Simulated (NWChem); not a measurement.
System: BNH₄O; SMILES NBO

Input file for NWChem:

```
start job
memory heap 200 mb stack 900 mb global 1100 mb
geometry units angstroms noautosym nocenter noautoz
  B     -0.491709    -0.057021     0.000000
  H     -1.701693    -0.069952     0.000000
  O      0.134649    -1.270249     0.000000
  H      1.095013    -1.213719     0.000000
  N      0.180534     1.178576     0.000000
  H     -0.324386     2.053198     0.000000
  H      1.185835     1.293574     0.000000
end
basis spherical
  * library cc-pvtz
end
dft
  xc hfexch
  iterations 150
end
property
  efieldgrad
end
task dft property
```

Excerpt of the output:

```
             Northwest Computational Chemistry Package (NWChem) 7.3.0
             --------------------------------------------------------

                             Geometry "geometry" -> ""
                             -------------------------

 Output coordinates in angstroms (scale by  1.889725989 to convert to a.u.)

  No.       Tag          Charge          X              Y              Z
 ---- ---------------- ---------- -------------- -------------- --------------
    1 B                    5.0000    -0.49170900    -0.05702100     0.00000000
    2 H                    1.0000    -1.70169300    -0.06995200     0.00000000
    3 O                    8.0000     0.13464900    -1.27024900     0.00000000
    4 H                    1.0000     1.09501300    -1.21371900     0.00000000
    5 N                    7.0000     0.18053400     1.17857600     0.00000000
    6 H                    1.0000    -0.32438600     2.05319800     0.00000000
    7 H                    1.0000     1.18583500     1.29357400     0.00000000

 Effective nuclear repulsion energy (a.u.)      67.5389212787

  xc_inp: hfexch multiplicative factor not found.
                              NWChem Property Module
                              ----------------------

  itol2e modified to match energy
  convergence criterion.

                                 NWChem DFT Module
                                 -----------------

 Summary of "ao basis" -> "ao basis" (spherical)
 ------------------------------------------------------------------------------
       Tag                 Description            Shells   Functions and Types
 ---------------- ------------------------------  ------  ---------------------
 B                          cc-pvtz                 10       30   4s3p2d1f
 H                          cc-pvtz                  6       14   3s2p1d
 O                          cc-pvtz                 10       30   4s3p2d1f
 N                          cc-pvtz                 10       30   4s3p2d1f

  itol2e modified to match energy
  convergence criterion.

[...]

          -----------------------
          Electric field gradient
          -----------------------

 1 a.u. = 0.324123 10**(16) esu/cm**3  ( or statvolts/cm**2 ) = 0.97174 10**(22) v/m**2

 ------------------------------------------------------------
   Atom      X         Y         Z
 ------------------------------------------------------------
    1 B   -0.92920  -0.10775   0.00000
 ------------------------------------------------------------

 Electric field gradient in molecular frame (a.u.)
         XX             YY             ZZ             XY             XZ             YZ
 ------------------------------------------------------------------------------------------
        0.230631       0.158973      -0.389604       0.024387      -0.000000       0.000000

 Principal components (a.u.) and orientation
 of principal axis w.r.t. absolute frame                      Asymmetry parameter eta
 --------------------------------------------------------------------------------------
       -0.389604       0.238143       0.151461                       0.222487

        0.000000       0.955688      -0.294381
        0.000000       0.294381       0.955688
        1.000000       0.000000       0.000000

 ------------------------------------------------------------
   Atom      X         Y         Z
 ------------------------------------------------------------
    2 H   -3.21573  -0.13219   0.00000
 ------------------------------------------------------------

 Electric field gradient in molecular frame (a.u.)
         XX             YY             ZZ             XY             XZ             YZ
 ------------------------------------------------------------------------------------------
       -0.187225       0.092767       0.094458      -0.001108      -0.000000      -0.000000

 Principal components (a.u.) and orientation
 of principal axis w.r.t. absolute frame                      Asymmetry parameter eta
 --------------------------------------------------------------------------------------
       -0.187230       0.094458       0.092771                       0.009010

        0.999992       0.000000      -0.003957
        0.003957       0.000000       0.999992
        0.000000       1.000000       0.000000

 ------------------------------------------------------------
   Atom      X         Y         Z
 ------------------------------------------------------------
    3 O    0.25445  -2.40042   0.00000
 ------------------------------------------------------------

 Electric field gradient in molecular frame (a.u.)
         XX             YY             ZZ             XY             XZ             YZ
 ------------------------------------------------------------------------------------------
       -1.312868       0.403388       0.909480       0.457221       0.000000      -0.000000

 Principal components (a.u.) and orientation
 of principal axis w.r.t. absolute frame                      Asymmetry parameter eta
 --------------------------------------------------------------------------------------
       -1.427075       0.909480       0.517595                       0.274607

        0.970192       0.000000       0.242339
       -0.242339       0.000000       0.970192
        0.000000       1.000000       0.000000

 ------------------------------------------------------------
   Atom      X         Y         Z
 ------------------------------------------------------------
    4 H    2.06927  -2.29360   0.00000
 ------------------------------------------------------------

[...]
```

Level: Hartree-Fock/cc-pVTZ. All runs use the structure optimised with PBE0/def2-SVP. NWChem prints the field gradient with the sign opposite to the second derivative of the potential.
